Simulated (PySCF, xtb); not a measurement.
Te(I)(SMe) (CH3ISTe), SMILES CS[Te]I.

GFN2-xTB in xtb 6.7.1 at its own geometry gives an orbital gap of 3.00 eV and a dipole moment of 6.19 D.

Geometry optimised at B3LYP-D3(BJ)/def2-SVP. This is a generated structure with no PubChem entry under its InChIKey; it may be hypothetical. The def2 effective core potentials stand for the cores of I, Te; spin–orbit coupling is left out. The values are those of a single conformer.

Q: What does PBE0/def2-TZVP in PySCF give? (Estimate from the structure and the level; the computed values follow.)

A: gap 3.52 eV (levels -6.44 and -2.92 eV), dipole 2.18 D.
